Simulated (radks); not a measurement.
Ar4+, configuration [Ne] 3s1.5 3p2 4s0.5 (fractional occupations, a model configuration). Calculated with a radial shooting solver on a logarithmic mesh with Libxc functionals: scalar-relativistic Kohn-Sham, exchange-only PBE, spin-polarised, spherical densities, finite nucleus; open shells are filled with parallel spins first; Fermi nuclear charge, rms radius 3.4274 fm.

Normalised radial functions P(r) = r R(r), r in bohr:

r         2p down  3p down
0.003613   0.0025   0.0009
0.004107   0.0032   0.0012
0.004668   0.0041   0.0015
0.005305   0.0053   0.0020
0.006029   0.0067   0.0025
0.006853   0.0086   0.0032
0.007788   0.0109   0.0041
0.008852   0.0140   0.0052
0.01006    0.0178   0.0067
0.01143    0.0226   0.0085
0.013      0.0287   0.0108
0.01477    0.0364   0.0136
0.01679    0.0461   0.0173
0.01908    0.0582   0.0218
0.02151    0.0722   0.0271
0.02445    0.0907   0.0340
0.02779    0.1136   0.0425
0.03158    0.1418   0.0530
0.0359     0.1761   0.0658
0.0408     0.2177   0.0813
0.04637    0.2677   0.0999
0.0527     0.3272   0.1220
0.0599     0.3972   0.1478
0.06808    0.4785   0.1777
0.07737    0.5714   0.2115
0.08794    0.6759   0.2492
0.09995    0.7908   0.2900
0.1136     0.9143   0.3329
0.1291     1.0429   0.3760
0.1467     1.1721   0.4170
0.1668     1.2959   0.4527
0.1895     1.4070   0.4790
0.2154     1.4969   0.4912
0.2448     1.5573   0.4845
0.2783     1.5802   0.4538
0.3163     1.5601   0.3951
0.3595     1.4943   0.3055
0.4086     1.3842   0.1845
0.4643     1.2356   0.0347
0.5278     1.0585  -0.1380
0.5998     0.8662  -0.3237
0.6817     0.6737  -0.5091
0.7748     0.4949  -0.6787
0.8806     0.3410  -0.8159
1.001      0.2186  -0.9064
1.138      0.1292  -0.9409
1.283      0.0727  -0.9198
1.458      0.0357  -0.8449
1.657      0.0156  -0.7283
1.883      0.0060  -0.5869
2.14       0.0020  -0.4391
2.432      0.0006  -0.3023
2.765      0.0001  -0.1894
3.142      0.0000  -0.1069
3.571      0.0000  -0.0537
4.059      0.0000  -0.0236
4.613      0.0000  -0.0090
5.243      0.0000  -0.0029
5.959      0.0000  -0.0008
6.773      0.0000  -0.0002
7.697      0.0000  0.0000
8.748      0.0000  0.0000

2p down: eigenvalue -301.32 eV, 0 radial nodes, <r> = 0.374 bohr, 90 % of the charge inside 0.619 bohr. 3p down (empty): eigenvalue -63.876 eV, 1 radial node at r = 0.477 bohr, <r> = 1.33 bohr, 90 % of the charge inside 2.01 bohr.
